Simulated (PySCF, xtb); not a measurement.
InI2, SMILES [I][In+][I], charge +1.

Harmonic wavenumbers (cm⁻¹) from GFN2-xTB in xtb at its own minimum, in rising order: 44, 44, 133, 260.

Q: What does B3LYP-D3(BJ)/def2-SVP run with PySCF 2.14.0 give at its own minimum? (The exact figures need the calculation; the answer reports its results.)

A: 49, 49, 153, 288. Paired by order, the mean absolute difference is 14 cm⁻¹ and the zero-point energies are 0.7 and 0.8 kcal/mol.
